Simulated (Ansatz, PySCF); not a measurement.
Reaction (SMILES): CB(C)N [[amino(methyl)boranyl]methane] -> [CH2]B(C)N + H atom (the C-H bond at the site shown breaks; other sites are not compared here)
Structures are relaxed separately at B3LYP-D3(BJ)/def2-TZVP in Ansatz (a first-principles code), one conformer each, not searched for the lowest. Frequencies are from Ansatz.

Property: bond dissociation energy (enthalpy at 298 K, with B3LYP-D3(BJ) rigid-rotor harmonic-oscillator terms), in kcal/mol. Correlated levels leave the core frozen unless marked. UHF or UKS for open shells. Spin-orbit coupling is left out. Non-relativistic. Basis-set limits of correlation are two-point, X^-3; Hartree-Fock from the larger set. [CCSD(T)-MP2]/basis is that difference in the basis named.

```
level                                                     program  bond dissociation energy (kcal/mol)
-------------------------------------------------  --------------  -----------------------------------
SVWN5/def2-TZVPD                                           Ansatz                                    …
PBE/def2-TZVPD                                             Ansatz                                 93.5
PBE0/def2-QZVPP                                            Ansatz                                 93.9
TPSSh/def2-TZVPD                                            PySCF                                    …
CAM-B3LYP-D3(BJ)/def2-TZVPD                        Ansatz + dftd3                                    …
CCSD/STO-3G                                                Ansatz                                111.6
RI-MP2/CBS(cc-pVTZ,cc-pVQZ)+[CCSD(T)-MP2]/cc-pVTZ          Ansatz                                 98.1
```

### Question
Some entries are withheld; supply them.

### Answer

- SVWN5/def2-TZVPD, bond dissociation energy (kcal/mol): 106.1
- TPSSh/def2-TZVPD, bond dissociation energy (kcal/mol): 94.4
- CAM-B3LYP-D3(BJ)/def2-TZVPD, bond dissociation energy (kcal/mol): 95.8
